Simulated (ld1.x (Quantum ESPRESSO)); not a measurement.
# ruthenium TM semilocal: all-electron and pseudo phase curves

Ru (Z = 44), norm-conserving Troullier–Martins (semilocal form), made with ld1.x (Quantum ESPRESSO) 7.5 (LDA (PZ), scalar-relativistic). Core [Kr], reference 4d7 5s1 5p0. Waves: 5s (bound): rc 2.65 bohr; 5p (bound, empty): rc 4.05 bohr; 4d (bound): rc 1.65 bohr. Local part: the d channel. Core correction: none.

The phase is arctan(r·u′/u) with u = r·R(r), unwrapped; energies in Ry, scanned from -2 to 5 Ry. A pole is an energy at which the radial function vanishes at the test radius. The pseudo phase is shifted by a multiple of π to meet the all-electron one at the reference energy, and phase errors are pseudo minus all-electron; the curves can meet again beyond the range given. Levels narrower than the energy grid can be missing from the lists of poles.

```
channel  radius (bohr)  reference energy (Ry)  poles, all-electron      poles, pseudo  unbroken range about the reference energy with phases within 0.05 rad  phase error 1 Ry above the reference energy (rad)
      s           4.41                  -0.33          -0.07, 2.45        -0.08, 2.27                                                              below 0.8                                             -0.021
      p           4.41                  -0.08           0.45, 3.12         0.44, 2.61                                                              below 1.0                                             -0.032
      d           4.41                  -0.40    -0.37, 1.47, 4.40  -0.37, 1.47, 4.41                                                        the whole range                                             +0.001
```

Phases in the p channel:

```
E (Ry)  all-electron  pseudo
 -2.00         1.402   1.402
 -1.76         1.389   1.389
 -1.52         1.373   1.373
 -1.28         1.352   1.351
 -1.04         1.321   1.321
 -0.80         1.273   1.272
 -0.56         1.183   1.182
 -0.32         0.940   0.939
 -0.08        -0.301  -0.301
  0.16        -1.326  -1.328
  0.40        -1.544  -1.549
  0.64        -1.649  -1.660
  0.88        -1.738  -1.765
  1.12        -1.858  -1.939
  1.36        -2.125  -2.557
  1.60        -3.157  -4.077
  1.84        -4.204  -4.465
  2.08        -4.467  -4.591
  2.32        -4.573  -4.657
  2.56        -4.632  -4.704
  2.80        -4.672  -4.743
  3.04        -4.703  -4.783
  3.28        -4.731  -4.833
  3.52        -4.757  -4.912
  3.76        -4.785  -5.102
  4.00        -4.820  -6.075
  4.24        -4.868  -7.402
  4.48        -4.950  -7.642
  4.72        -5.144  -7.729
  4.96        -5.972  -7.776
```
